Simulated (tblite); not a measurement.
C7H5FO2.
Cartesian coordinates in Å at the GFN2-xTB level; atoms count from 1:
```
atom  x, y, z in Å
O1     3.201    1.210    0.288
C2     2.567    0.269   -0.059
F3     3.236   -0.823   -0.553
C4     1.125    0.072   -0.046
C5     0.523   -1.101   -0.510
C6    -0.845   -1.238   -0.477
C7    -1.642   -0.204    0.019
O8    -2.977   -0.383    0.033
C9    -1.044    0.969    0.483
C10    0.325    1.105    0.451
H11    1.137   -1.900   -0.895
H12   -1.326   -2.136   -0.830
H13   -3.422    0.393    0.399
H14   -1.663    1.769    0.868
H15    0.800    2.006    0.807
```

Level: GFN2-xTB in tblite, geometry and Hessian alike; calculated harmonic values, unscaled, isolated species. Against measured fundamentals such values can be off by several per cent, at times by over 20. One conformer, not necessarily the lowest.

Harmonic wavenumbers (cm⁻¹): 61.8, 97.3, 170.3, 271.8, 331.3, 371.3, 376.5, 466.6, 483.4, 488.6, 572.6, 608.7, 640.1, 712.5, 720.7, 824.8, 848.3, 863.1, 914.8, 923.3, 958.9, 1020.8, 1120.4, 1145.6, 1176.6, 1224.7, 1273.4, 1293.9, 1354.5, 1429.7, 1484.1, 1570.1, 1595.1, 1818.7, 3067.7, 3104.2, 3105.4, 3117.2, 3498.3.

A = 3839, B = 787.3, C = 653.3 MHz; mass 140.027 u (most abundant isotopes); point group Cs, symmetry number 1.

Question: Zero-point energy?

Answer: ½Σν̃ = 22554 cm⁻¹ = 269.80 kJ/mol.

Question: Give the ideal-gas entropy at 350 K and 1 bar in the rigid-rotor, harmonic-oscillator model (classical rotation).

Answer: Translation 173.82, rotation 125.33, vibration 105.22: S = 404.4 J/(mol K).

Question: And Cp and H(350 K) − H(0)?

Answer: Cp = 161.12 J/(mol K), of which vibrations give 127.86 (their classical limit is 39 R = 324.3); H(350 K) − H(0) = 32.41 kJ/mol without the zero-point energy, 20.77 from vibrations.

Question: How do the functions run with temperature in this model?

Answer: 
```tsv
T (K)	S (J/(mol K))	Cp (J/(mol K))	H − H(0) (kJ/mol)	G − H(0) (kJ/mol)	ln q(vib)
50	241.4	46.0	1.91	-10.17	0.26
100	277.9	61.4	4.58	-23.21	0.94
298.15	380.1	141.4	24.56	-88.78	4.47
373.15	415.0	169.3	36.24	-118.60	5.99
500	470.1	207.8	60.27	-174.79	8.64
750	564.6	256.8	118.94	-304.52	13.80
1000	642.8	285.8	187.05	-455.73	18.63
```

q(vib) and H(0) count from the zero-point level.

Question: Which modes carry the vibrational entropy at 350 K?

Answer: 61.8 cm⁻¹: 19.73; 97.3 cm⁻¹: 15.99; 170.3 cm⁻¹: 11.45; 271.8 cm⁻¹: 7.81; 331.3 cm⁻¹: 6.36; 371.3 cm⁻¹: 5.56 J/(mol K); the other 33 give 38.32 together.

Question: What must be added to the electronic energy to get the Gibbs energy at 350 K and 1 bar?

Answer: ZPE + [H(350 K) − H(0)] − T·S = 269.80 + 32.41 − 141.53 = 160.68 kJ/mol.

Hindered rotation and anharmonicity are outside this model. Other conformers, if any are populated, would add a mixing term that is left out.
